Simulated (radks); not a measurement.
Task: These are the eigenvalues of the occupied orbitals of an atom or ion with whole-number occupations (hartree). Method: Dirac Kohn-Sham, PBE, spin-unpolarised, spherical densities, finite nucleus; Fermi nuclear charge, rms radius of each element as measured or else 0.836 A^(1/3) + 0.57 fm; computed with a radial shooting solver on a logarithmic mesh with Libxc functionals.

1s1/2: -1664.322
2s1/2: -280.1279
2p1/2: -265.8888
2p3/2: -245.3034
3s1/2: -70.16622
3p1/2: -64.06325
3p3/2: -59.91705
3d3/2: -49.30621
3d5/2: -48.40867
4s1/2: -22.67161
4p1/2: -20.30904
4p3/2: -19.33502
4d3/2: -15.40669
4d5/2: -15.22140

Which element is it, and in what charge state? The configuration may be excited. Open shells, if any, fill j = l - 1/2 first.

Result: Z = 61, promethium, charge +15: Pm15+ in [Kr] 4d10. The list shows which subshells hold electrons but not how many an open one holds; the 1s level, -1664.3 hartree, gives Z - s = 57.7 by -(Z - s)^2/2, which with screening and relativity narrows Z to a few neighbours, and the depths of the outer levels then fix element, charge and occupations together.
